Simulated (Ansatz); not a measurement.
Species: H$_{2}$BOBr$_{2}$, net charge 1, singlet state. SMILES: [OH2+]B(Br)Br

Atoms: O1, B2, Br3, Br4, H5, H6. Bonds: O1-B2, O1-H5, O1-H6, B2-Br3, B2-Br4.

Bond lengths (Å) and angles (degrees) optimised at HF/STO-3G with Ansatz (a first-principles code); HF/3-21G with Ansatz; B3LYP/6-31G* with LANL2DZ past Ar with Ansatz, each started from the B3LYP-D3(BJ)/def2-TZVP structure (Ansatz) of the last column. A row stands for all coordinates that are equal there. 6-31G* holds six Cartesian d functions. No wavenumbers were computed at HF/STO-3G, so these may be saddle points.

| coordinate | HF/STO-3G | HF/3-21G | B3LYP/6-31G* with LANL2DZ past Ar | B3LYP-D3(BJ)/def2-TZVP |
|---|---|---|---|---|
| O1-B2 | 1.478 | 1.494 | 1.497 | 1.485 |
| O1-H5 | 0.985 | 0.982 | 0.985 | 0.977 |
| B2-Br3 | 1.836 | 1.883 | 1.877 | 1.858 |
| O1-B2-Br3 | 113.6 | 114.7 | 114.5 | 114.1 |
| Br3-B2-Br4 | 132.9 | 130.7 | 130.9 | 131.7 |
| B2-O1-H5 | 123.3 | 122.3 | 122.8 | 122.2 |
| H5-O1-H6 | 113.4 | 115.4 | 114.4 | 115.7 |

Mean signed difference of all 5 bond lengths from B3LYP-D3(BJ)/def2-TZVP: HF/STO-3G -0.007 Å, HF/3-21G 0.013 Å, B3LYP/6-31G* with LANL2DZ past Ar 0.013 Å.
